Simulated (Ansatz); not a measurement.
Input for Ansatz (a program for electronic structure): R-B3LYP/def2-TZVPPD on C2H6N2O (a complex), monomers drawn apart or pushed together. Files ending in .json are basis or fitting sets from the Basis Set Exchange.

Ansatz 0.2 input:
```yaml
crystal:
  periodic: [false, false, false]
  atoms:
    - {symbol: N, position_ang: [1.14415365, 0.98749963, -0.19306015]}
    - {symbol: N, position_ang: [0.77129285, 0.24647173, 0.51469045]}
    - {symbol: C, position_ang: [-1.97947573, 0.06114535, 5.51199122]}
    - {symbol: C, position_ang: [-0.52455785, -0.30159623, 5.76066618]}
    - {symbol: O, position_ang: [-0.17337525, -1.57276995, 5.22566312]}
    - {symbol: H, position_ang: [-2.22473119, 1.01846295, 5.97840936]}
    - {symbol: H, position_ang: [-2.63953250, -0.70448749, 5.92237231]}
    - {symbol: H, position_ang: [-2.18369619, 0.14902694, 4.44169506]}
    - {symbol: H, position_ang: [0.13472958, 0.48037028, 5.36193435]}
    - {symbol: H, position_ang: [-0.32902206, -0.37322397, 6.83161461]}
    - {symbol: H, position_ang: [-0.27422911, -1.53384237, 4.26848272]}
basis:
  gaussian:
    orbitals: def2-TZVPPD.json
hamiltonian:
  xc: {name: B3LYP}
scf: {lower_state_search: off}
```

Task: Predict the final total energy.

Result: -264.6886 hartree.

Task: How many basis functions does it have, and what does it roughly cost on one machine?

Result: 290 functions; about 7 core-seconds (a rough figure).
